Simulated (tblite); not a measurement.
C6H14OSi2.
Cartesian coordinates in Å at the GFN2-xTB level; atoms count from 1:
```xyz
23
C6H14OSi2 angstrom
C     -3.480    1.668    0.542
C     -2.706    0.858   -0.154
C     -2.015   -0.347    0.407
C     -0.523   -0.275    0.160
C      0.046   -0.786   -1.123
C      0.305   -1.534    0.161
Si     2.025   -1.556    0.924
O      2.723   -0.110    0.707
Si     3.298    1.293    0.144
H     -3.959    2.526    0.100
H     -3.674    1.503    1.590
H     -2.520    1.044   -1.204
H     -2.214   -0.424    1.479
H     -2.411   -1.245   -0.077
H     -0.060    0.612    0.577
H     -0.631   -1.229   -1.841
H      0.865   -0.246   -1.574
H     -0.265   -2.450    0.276
H      2.879   -2.541    0.258
H      1.962   -1.727    2.376
H      3.735    2.032    1.325
H      4.399    0.977   -0.764
H      2.215    1.983   -0.559
```

Calculated harmonic vibrations of the isolated species, GFN2-xTB (tblite), most abundant isotopes, no scaling. This tight-binding method is rough: wavenumbers can miss measured ones by several per cent, in bad cases by 10 to 20. Modes of hydrogen on silicon can be 10 to 20 % off. One conformer, not necessarily the lowest. The optimisation stopped once no atom felt more than 0.01 eV/Å.

Lowest wavenumbers of the output (negative numbers stand for imaginary wavenumbers):
```
mode    cm-1
  1     -42.7
  2      29.2
  3      44.6
  4      51.1
  5      62.1
  6      79.1
  7     115.7
  8     153.3
  9     189.5
 10     312.2
 11     338.0
 12     384.3
 13     451.1
 14     523.4
 15     543.2
```

**Question.** Is this structure a minimum?

**Answer.** Not by this Hessian. 1 mode is imaginary beyond 20i (43i cm⁻¹), so at this level the point lies at or near a first-order saddle. The curvature is small, so loose convergence or finite differences may be the whole cause.

**Question.** Which atoms move in the imaginary mode?

**Answer.** 43i: H22 (Si–H hydrogen) 32 %, H21 (Si–H hydrogen) 28 %, H23 (Si–H hydrogen) 22 %. These are shares of the mass-weighted motion.

**Question.** What is the remedy?

**Answer.** Step along that mode in both directions, optimise again with tighter thresholds and repeat the frequencies. The zero-point energy of this point (110.0 kcal/mol) counts the 62 real modes alone, and thermal corrections from it aren't those of a minimum.
